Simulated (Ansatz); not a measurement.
F$_{4}$Ge, SMILES `[F][Ge]([F])([F])[F]` at its PBE0-D4/def2-TZVP geometry, where that method's forces vanish. Charge 0, multiplicity 1.

```xyz
5

F    -0.2774    1.0494   -1.2973
Ge    0.0000    0.0000    0.0000
F    -1.1954   -1.1966    0.0228
F     1.5189   -0.7236   -0.1749
F    -0.0461    0.8708    1.4494
```

Problem. What forces (eV/Å) does r2SCAN-D4/def2-TZVPP give on these atoms in Ansatz 0.2.0? (Estimate.)

Solution. Ansatz gave: 
```
F1  -0.013  0.051 -0.063
Ge2  0.000  0.000  0.000
F3  -0.058 -0.058  0.001
F4   0.074 -0.035 -0.008
F5  -0.002  0.042  0.070
```
